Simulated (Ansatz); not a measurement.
Relaxation of CH$_{11}$GeNSi$_{2}$ (16 atoms, charge 0, multiplicity 1), to a largest force component of 0.015 eV/Å in at most 40 steps.

Theory: RHF/def2-SVP in Ansatz.

```xyz
16
Properties=species:S:1:pos:R:3:forces:R:3
C -1.895 -0.218 -0.922 -2.27 2.42 -0.61
Si -0.244 -0.936 -0.982 0.53 -0.73 1.20
N -0.174 -2.250 0.210 2.79 0.85 1.97
Ge 1.400 0.700 -0.479 -1.05 -0.10 1.00
Si 3.428 -0.402 -0.510 1.18 -0.35 0.02
H -2.701 -0.931 -1.177 0.36 0.27 0.28
H -1.975 0.650 -1.673 0.12 -1.32 1.04
H -2.100 0.248 0.074 0.03 -0.54 -0.71
H 0.027 -1.455 -2.281 0.31 -0.60 -1.15
H 0.845 -2.601 0.229 -2.63 0.46 0.07
H -0.297 -1.814 1.183 0.13 -1.24 -2.18
H 1.372 1.789 -1.512 0.07 0.73 -0.22
H 1.109 1.164 1.004 0.19 0.13 -0.70
H 3.696 -0.982 -1.845 -0.02 -0.05 -0.11
H 4.490 0.560 -0.195 0.39 0.11 0.06
H 3.494 -1.499 0.487 -0.12 -0.04 0.04
```

Where does it end, and by what steps?

The forces met the threshold. The force dipped under the threshold on the way, but the program's further checks kept it going. After 12 steps the energy has fallen by 0.724 eV; H10 moved furthest, 0.66 Å.

| step | energy less start (eV) | largest force component (eV/Å) | accepted |
| --- | --- | --- | --- |
| 0 | 0.0000 | 2.791 | yes |
| 1 | -0.5706 | 0.945 | yes |
| 2 | -0.6577 | 0.653 | yes |
| 3 | -0.6930 | 0.378 | yes |
| 4 | -0.7189 | 0.204 | yes |
| 5 | -0.7225 | 0.051 | yes |
| 6 | -0.7232 | 0.045 | yes |
| 7 | -0.7227 | 0.264 | no |
| 8 | -0.7240 | 0.019 | yes |
| 9 | -0.7237 | 0.071 | no |
| 10 | -0.7242 | 0.014 | yes |
| 11 | -0.7242 | 0.037 | no |
| 12 | -0.7243 | 0.012 | yes |

```xyz
16
Properties=species:S:1:pos:R:3
C -1.981 -0.144 -0.906
Si -0.286 -0.965 -0.913
N -0.247 -2.256 0.242
Ge 1.437 0.697 -0.504
Si 3.641 -0.294 -0.503
H -2.758 -0.880 -1.123
H -2.037 0.649 -1.655
H -2.199 0.301 0.068
H -0.003 -1.578 -2.236
H 0.366 -3.038 0.113
H -0.419 -2.093 1.215
H 1.410 1.829 -1.550
H 1.219 1.358 0.874
H 3.932 -0.892 -1.831
H 4.692 0.705 -0.193
H 3.707 -1.376 0.514
```

Whether the end is a true minimum wasn't checked by a vibrational analysis.

The run took 44 s on 2 threads of Intel(R) Xeon(R) Platinum 8488C (Sapphire Rapids), with other jobs on the host, peak memory 0.48 GiB.
